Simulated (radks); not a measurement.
The numbers below are computed, except where a source is named.
Removal energies from the thulium ion Tm+, [Xe] 4f(5/2: 6, 7/2: 7) 6s1, by Delta-SCF beside the eigenvalue of the level emptied. Level of theory: Dirac Kohn-Sham, relativistic LDA (MacDonald-Vosko exchange, VWN5 correlation), spin-unpolarised, spherical densities, finite nucleus; Fermi nuclear charge, rms radius of each element as measured or else 0.836 A^(1/3) + 0.57 fm (a radial shooting solver on a logarithmic mesh with Libxc functionals). Sub-shells are occupied by j as written (lower j first in brackets).

removed from                                      final configuration  Delta-SCF (eV)  -eigenvalue (eV)
6s1/2                                         [Xe] 4f(5/2: 6, 7/2: 7)          12.277             9.414
4f7/2                                     [Xe] 4f(5/2: 6, 7/2: 6) 6s1          17.755             9.624
4f5/2                                     [Xe] 4f(5/2: 5, 7/2: 7) 6s1          19.030            10.824
5p3/2         [Kr] 4d10 4f(5/2: 6, 7/2: 7) 5s2 5p(1/2: 2, 3/2: 3) 6s1          38.322            32.129
